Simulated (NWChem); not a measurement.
System: C4H5Cl; SMILES C=C=C(C)Cl

Input file for NWChem:

```
start job
memory heap 200 mb stack 900 mb global 1100 mb
geometry units angstroms noautosym nocenter noautoz
  C      0.632613    -2.403340     0.000000
  C      0.155282    -1.186512     0.000000
  C     -0.338377     0.022253     0.000000
  C     -1.792803     0.398736     0.000000
  Cl     0.778758     1.411246     0.000000
  H      0.843287    -2.935241     0.926876
  H      0.843287    -2.935241    -0.926876
  H     -2.036809     0.997427    -0.885226
  H     -2.036809     0.997427     0.885226
  H     -2.412958    -0.502252     0.000000
end
basis spherical
  C library def2-svp
  Cl library def2-svp
  H library def2-svp
end
dft
  xc pbe0
  iterations 150
end
cosmo
  do_cosmo_smd true
  solvent chcl3
end
task dft energy
```

The geometry was optimised at B3LYP/6-31G* (spherical d). Solvent: chloroform.

Level: PBE0/def2-SVP with SMD (1 M gas to 1 M solution), gas-phase geometry.

**Question.** What results follow from this input? (PBE0/def2-SVP, SMD on the gas-phase geometry.) Quantities: solvation free energy (kcal/mol); cavity-dispersion-structure term (kcal/mol); dipole in solution (D).

**Answer.** 
```yaml
solvation free energy (kcal/mol): -4.5
cavity-dispersion-structure term (kcal/mol): -2.0
dipole in solution (D): 2.19
```
